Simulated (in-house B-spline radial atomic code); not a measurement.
**Ionising S with different functionals**

Computed with a B-spline radial code for spherical atoms: four-component Dirac-Coulomb Hamiltonian, Fermi nucleus of rms radius 3.2611 fm, spin-restricted, spherical fractional occupations for the functionals, and exact exchange of hybrids averaged over the configuration. The ionisation energy is the difference of two self-consistent energies, [Ne] 3s2 3p4 → [Ne] 3s2 3p3, without Breit or QED terms; ε is the level of the shell that loses the electron (mean over j). The electron is taken from both j subshells in proportion to 2j + 1, so the result is a j average, not the step between ground levels.

| method | rung | ΔSCF (eV) | -ε(3p) (eV) |
| --- | --- | --- | --- |
| B97-1 | global hybrid | 11.67 | 8.09 |
| PBE0 | global hybrid | 11.73 | 8.37 |
| wB97X | range-separated hybrid | 11.72 | 10.89 |
| LC-wPBE | range-separated hybrid | 11.82 | 11.26 |

(1) Among the functionals, which spreads more, the ΔSCF values or the orbital energies?

(2) How do they compare with the NIST value?

Answers

(1) The orbital energies: ΔSCF values span about 0.15 eV and the orbital energies 3.17 eV; here energy differences depend much less on the functional than eigenvalues do.

(2) NIST lists 10.360 eV (measured, ground level to ground level). Errors run from +1.31 to +1.46 eV. The correlated functionals all miss on the same side by more than they spread, so the cause is common to them (Breit-QED terms, spin polarisation, the choice among j levels, multiplet and fine-structure energies, or a listed next ion that isn't the cheapest removal here) and closeness doesn't rank the functionals.
